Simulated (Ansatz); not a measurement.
C₃H₆AlClO, SMILES `ClC1C[CH2][AlH][O]1`. The species carries charge 0 and has multiplicity 1. The structure was optimised at the PBE0-D4/def2-TZVP level.

```xyz
12

Cl   -0.895   -1.362   -2.354
C     0.122   -0.806   -0.969
C    -0.789   -0.477    0.220
C    -0.051    0.427    1.225
Al    1.036    1.416   -0.059
O     0.888    0.278   -1.346
H     0.763   -1.668   -0.762
H    -1.159   -1.407    0.661
H    -1.659    0.055   -0.177
H    -0.744    0.982    1.858
H     0.588   -0.161    1.895
H     1.901    2.724   -0.192
```

(1) What is the dipole moment at ωB97M-V/def2-TZVPP? (Estimate.)

(2) And with PBE, r2SCAN, B3LYP? (Estimate.)

(3) Give the Mulliken charges with ωB97M-V, r2SCAN, PBE in def2-TZVPP. (An estimate is asked.)

## Answers

(1) The calculation gave: 3.48 D, with components (0.60, 1.17, 3.22) D in this frame, pointing from negative to positive charge.

(2) Computed: PBE 3.31 D, r2SCAN 3.48 D, B3LYP 3.46 D.

(3) Computed: 
```tsv
atom	ωB97M-V	r2SCAN	PBE
Cl1	-0.14	-0.19	-0.17
C2	0.10	0.24	0.14
C3	-0.18	-0.01	-0.10
C4	-0.41	-0.34	-0.31
Al5	0.50	0.54	0.40
O6	-0.36	-0.39	-0.29
H7	0.12	0.05	0.09
H8	0.10	0.04	0.08
H9	0.12	0.05	0.08
H10	0.11	0.07	0.09
H11	0.10	0.06	0.08
H12	-0.07	-0.11	-0.08
```

B3LYP here is the variant with VWN-RPA as its local correlation; programs differ in this.
